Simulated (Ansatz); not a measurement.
Relative energies of C2H8SiTe isomers

2 of its isomers, all singlets with charge 0: A = `C[SiH2][Te]C`; B = `CC[Te][SiH3]`.

Shapes, held fixed at every level: PBE0-D4/def2-TZVP. Flexible molecules stand in one conformer, not always the lowest. Programs: Ansatz 0.2.0.

Electronic energies in kJ/mol, without zero-point or thermal terms.

```tsv
level	kind	B − A
SPW92/def2-TZVPP	LDA	+43.5
PBE-D4/def2-TZVPP	GGA	+46.3
wB97M-V/def2-TZVPP	range-separated hybrid	+48.8
B2PLYP/def2-TZVPP	double hybrid	+45.7
MP2/def2-SVP	perturbation theory	+34.4
MP2/def2-TZVPP	perturbation theory	+45.6
CCSD/def2-TZVPP	coupled cluster or CI	+44.1
CCSD(T)/def2-TZVPP	coupled cluster or CI	+44.1
```

The highest level, CCSD(T)/def2-TZVPP, puts A lowest of these. All levels agree on that. The B − A difference spans +34.4 to +48.8 kJ/mol over the levels. For atoms past krypton def2 sets carry core potentials with scalar relativity. Outer-core shells of Te are correlated, in sets that cover them unevenly.
